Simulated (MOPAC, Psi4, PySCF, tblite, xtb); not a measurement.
Dimer CF4 ··· CH3Br (SMILES FC(F)(F)F and CBr) at R = 3.86 Å between the centres of mass, closest contact 2.76 Å (lowest of the rigid-body minima from ten starts at GFN2-xTB). Geometry in Å and degrees:

```
F
C 1 1.3260
F 2 1.3259 1 109.48
F 2 1.3259 3 109.46 1 120.02
F 2 1.3260 3 109.47 4 120.01
H 1 2.7562 2 143.96 3 70.05
C 6 1.0842 1 127.51 2 -1.18
H 7 1.0842 6 111.23 1 104.99
H 7 1.0842 8 111.23 6 -124.60
Br 7 1.9575 8 107.64 9 -117.71
```

- GFN2-xTB (tblite)
- SAPT0/jun-cc-pVDZ, frozen core (Psi4)
- revPBE/def2-TZVP, counterpoise-corrected (Psi4)
- revPBE-D3(BJ)/def2-TZVP, counterpoise-corrected (Psi4)
- PBE/def2-TZVP, counterpoise-corrected (Psi4)
- PBE-D3(BJ)/def2-TZVP, counterpoise-corrected (Psi4)
- HF/aug-cc-pVDZ, counterpoise-corrected (Psi4)
- MP2/aug-cc-pVDZ = Psi4 with DF-MP2/aug-cc-pVDZ, frozen core, counterpoise-corrected
- SCS-MP2/aug-cc-pVDZ = DF-SCS-MP2/aug-cc-pVDZ, frozen core, counterpoise-corrected in Psi4
- PM3, restricted, heats of formation (MOPAC)
- AM1, restricted, heats of formation (MOPAC)
- GFN1-xTB (xtb)
- RKS-B3LYP/6-31G* = restricted B3LYP/6-31G*, spherical d, no counterpoise correction (PySCF 2.14.0)

Question: What interaction energy does each level give?

Answer: 
| method | E_int / kcal/mol |
|---|---|
| GFN2-xTB | -1.67 |
| PBE-D3(BJ)/def2-TZVP | -0.84 |
| RKS-B3LYP/6-31G* | -0.75 |
| GFN1-xTB | -0.69 |
| MP2/aug-cc-pVDZ | -0.55 |
| revPBE-D3(BJ)/def2-TZVP | -0.45 |
| SAPT0/jun-cc-pVDZ | -0.38 |
| SCS-MP2/aug-cc-pVDZ | -0.14 |
| PBE/def2-TZVP | 0.12 |
| PM3 | 0.43 |
| AM1 | 0.83 |
| HF/aug-cc-pVDZ | 0.98 |
| revPBE/def2-TZVP | 1.44 |
